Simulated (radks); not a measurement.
Results of a calculation; reference values are marked as such.
Species: Si7+. Configuration: 1s1 2s2 2p(1/2: 2, 3/2: 2) (not the ground configuration).

Level of theory: Dirac Kohn-Sham, PBE, spin-unpolarised, spherical densities, finite nucleus; Fermi nuclear charge, rms radius 3.1224 fm (a radial shooting solver on a logarithmic mesh with Libxc functionals).

Energy parts (eV):
| part | energy |
|---|---|
| total | -5372.134 |
| kinetic | 5390.887 |
| electron-nucleus | -11953.715 |
| Hartree | 1525.497 |
| exchange-correlation | -334.803 |

Orbitals (lengths in bohr, moments of r in powers of bohr; r(90%) holds 90 % of the orbital's charge):
orbital,occ.,eigenvalue (eV),r(90%),small-component weight
1s1/2,1,-2123.729,0.194,2.55e-03
2s1/2,2,-326.7787,0.778,4.54e-04
2p1/2,2,-291.9575,0.726,4.48e-04
2p3/2,2,-290.9366,0.728,4.46e-04

The highest occupied level is 2p3/2 at -290.94 eV. The density falls to 0.001 e/bohr^3 at r = 1.48 bohr. Summed over all electrons, <r^2> = 1.577 bohr^2, which gives a Langevin (diamagnetic) susceptibility term of -1.25 x 10^-6 cm^3/mol.
